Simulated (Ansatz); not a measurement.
The cluster Li₆Al. Total charge 0; doublet. Geometry PBE0-D4/def2-TZVP.

```xyz
7

Al   -0.366   -0.493    0.250
Li   -1.100    1.977    0.008
Li   -1.271   -0.932   -2.139
Li   -1.383    0.159    2.598
Li    1.521    0.789    1.471
Li    1.422   -2.157   -0.615
Li    1.175    0.657   -1.574
```

The structure comes from a short search, and lower isomers may exist.

Q: Estimate the α-spin orbital energies around the gap (eV) in Ansatz with PBE-D4/def2-SVP, PBE-D4/def2-TZVP, r2SCANh-D4/def2-TZVP, PBE0-D4/def2-TZVP, CAM-B3LYP-D4/def2-TZVP.

A: 
```csv
orbital,PBE-D4/def2-SVP,PBE-D4/def2-TZVP,r2SCANh-D4/def2-TZVP,PBE0-D4/def2-TZVP,CAM-B3LYP-D4/def2-TZVP
HOMO−5,-49.68,-49.92,-52.94,-53.98,-55.48
HOMO−4,-7.19,-7.26,-7.90,-8.45,-9.88
HOMO−3,-3.96,-4.01,-4.33,-4.66,-5.45
HOMO−2,-3.38,-3.44,-3.68,-3.99,-4.69
HOMO−1,-3.34,-3.41,-3.64,-3.95,-4.64
HOMO,-2.56,-2.62,-2.81,-2.99,-3.45
LUMO,-1.67,-1.71,-1.42,-1.21,-0.35
LUMO+1,-1.61,-1.69,-1.40,-1.20,-0.32
LUMO+2,-1.59,-1.64,-1.32,-1.13,-0.28
LUMO+3,-1.45,-1.52,-1.18,-1.01,-0.15
LUMO+4,-1.20,-1.24,-0.86,-0.72,0.09
LUMO+5,-1.07,-1.17,-0.78,-0.65,0.21
β HOMO,-3.30,-3.37,-3.63,-3.91,-4.59
β LUMO,-2.07,-2.09,-1.63,-1.58,-0.94
```
